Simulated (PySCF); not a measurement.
CAgO, SMILES [C+](=O)[Ag], charge +1, multiplicity 1.

Coordinates come from a PBE0-D3(BJ)/def2-TZVP optimisation. The multiplicity is an assumed one; other spin states were not compared. The def2 effective core potentials stand for the cores of Ag; spin–orbit coupling is left out.

Two levels are set side by side: PBE/def2-TZVPD (PySCF) and M06-2X/def2-TZVPD (PySCF). Same geometry, gas phase. Differences are taken from unrounded values.

```csv
quantity,PBE
orbital gap (eV),4.44
highest occupied level (eV),-14.05
lowest empty level (eV),-9.61
mean polarisability (bohr³),25.6
```

### Question
These are the PBE values. What does M06-2X give? (An estimate is asked for; the answer gives what the named calculation found.)

### Answer

```
quantity                     M06-2X  PBE minus M06-2X
---------------------------  ------  ----------------
orbital gap (eV)               9.96             -5.52
highest occupied level (eV)  -17.42              3.37
lowest empty level (eV)       -7.47             -2.15
mean polarisability (bohr³)    22.0               3.6
```

PBE's occupied levels lie high since its potential decays too fast outside the molecule; exact exchange lowers them and widens the gap. Loosely held outer electrons make PBE densities more polarisable. Differences between two approximate levels are no errors against the true value.

Rough cost on one machine, each run with all the roots and properties that it gave: M06-2X against PBE about 2 times.
